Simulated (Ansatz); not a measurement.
Geometry optimisation, Ansatz 0.2.0, RHF/def2-SVP.

The input (input.yaml):

```yaml
crystal:
  periodic: [false, false, false]
  atoms:
    - { symbol: Ge, position_ang: [-0.86864, 0.043174, -0.388504] }
    - { symbol: H, position_ang: [-0.655726, 1.541218, -0.212037] }
    - { symbol: H, position_ang: [-0.513978, -0.330884, -1.832017] }
    - { symbol: H, position_ang: [-2.367042, -0.223816, -0.166355] }
    - { symbol: C, position_ang: [0.207886, -0.955709, 0.904846] }
    - { symbol: H, position_ang: [1.126478, 1.95498, -0.805072] }
    - { symbol: F, position_ang: [1.824858, 1.415231, -0.960825] }
    - { symbol: H, position_ang: [0.069835, -2.029012, 0.767049] }
    - { symbol: H, position_ang: [-0.084634, -0.701277, 1.924389] }
    - { symbol: H, position_ang: [1.261064, -0.714005, 0.768528] }
basis:
  gaussian: { orbitals: def2-SVP }
hamiltonian:
  xc: hf
relax:
  f_tol: 0.03
  max_steps: 50
output:
  orbitals: {}
```

Launched with:

```bash
$ ansatz run input.yaml --threads 2 --pin off --max-ram 3072MiB --backend cpu --events-out ev --progress --plain --runs-dir out
```

Q: Where does it end, and by what steps?

A: The run converged. The force dipped under the threshold on the way, but the program's further checks kept it going. After 10 steps the energy has fallen by 0.056 eV; H6 moved furthest, 0.37 Å.

| step | energy less start (eV) | largest force component (eV/Å) | accepted |
| --- | --- | --- | --- |
| 0 | 0.0000 | 0.569 | yes |
| 1 | -0.0428 | 0.354 | yes |
| 2 | -0.0481 | 0.501 | yes |
| 3 | -0.0530 | 0.081 | yes |
| 4 | -0.0487 | 0.568 | no |
| 5 | -0.0540 | 0.061 | yes |
| 6 | -0.0543 | 0.200 | yes |
| 7 | -0.0553 | 0.047 | yes |
| 8 | -0.0556 | 0.019 | yes |
| 9 | -0.0557 | 0.084 | yes |
| 10 | -0.0559 | 0.025 | yes |

```xyz
10
Properties=species:S:1:pos:R:3
Ge -1.000 -0.020 -0.373
H -0.850 1.509 -0.227
H -0.671 -0.395 -1.825
H -2.472 -0.367 -0.098
C 0.186 -0.940 0.884
H 1.465 2.105 -0.824
F 2.091 1.461 -0.913
H 0.110 -2.021 0.759
H -0.078 -0.692 1.913
H 1.218 -0.638 0.703
```

Whether the end is a true minimum wasn't checked by a vibrational analysis.

Time of the run: 14 s on 2 threads of Arm Neoverse V1, on a shared host, peak memory 0.18 GiB.
